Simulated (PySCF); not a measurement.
**Identify the compound**

The spectra below were simulated for a compound C$_{10}$H$_{16}$.

$^{1}$H NMR (400 MHz, computed): δ 1.86 (m, 12H), 1.66 (m, 4H).

$^{13}$C{$^{1}$H} NMR (computed): δ 41.8 (CH2, 6C), 34.0 (CH, 4C).

Calculated, not measured (PySCF): PBE0-D3(BJ)/def2-SVP structure, shieldings: GIAO KT3/pcSseg-1. Non-relativistic Hamiltonian, gas phase, equivalent nuclei averaged, one computed conformer.

δ = σ(ref) − σ, references computed at the same level: $^{1}$H, $^{13}$C vs TMS.

What is the structure?

Results:


1. Rings plus π bonds: 3 (3 rings in the answer).
2. 2 carbon signals for 10 carbons: some carbons are equivalent by symmetry or fast rotation.
3. Carbon types of the structure: 4 × CH, 6 × CH2, which accounts for all hydrogens.
4. δC 41.8: sp3 CH2 in a ring; saturated and bonded to C and H only.
5. δC 34.0: sp3 CH in a ring; a saturated carbon with 3 carbon neighbours and no heteroatom attached.
6. δH 1.86: hydrogen on an sp3 CH2 in a ring; far from electronegative atoms and π systems.
7. δH 1.66: hydrogen on an sp3 CH in a ring; far from electronegative atoms and π systems.

These data were computed for SMILES C12CC3CC(C1)CC(C2)C3.

The shifts were computed for this structure.

Shifts are as computed, not scaled to solution data. Of 1211 compounds with measured shifts, 218 miss one by over three times the rms of a fit or turn the order of signals round; such compounds aren't used in these exercises. No couplings were computed; multiplicities are counted from neighbouring protons, with m where these are inequivalent, close in shift, in a saturated or five-membered ring or joined by F or P, and br s for small geminal =CH2 splittings.
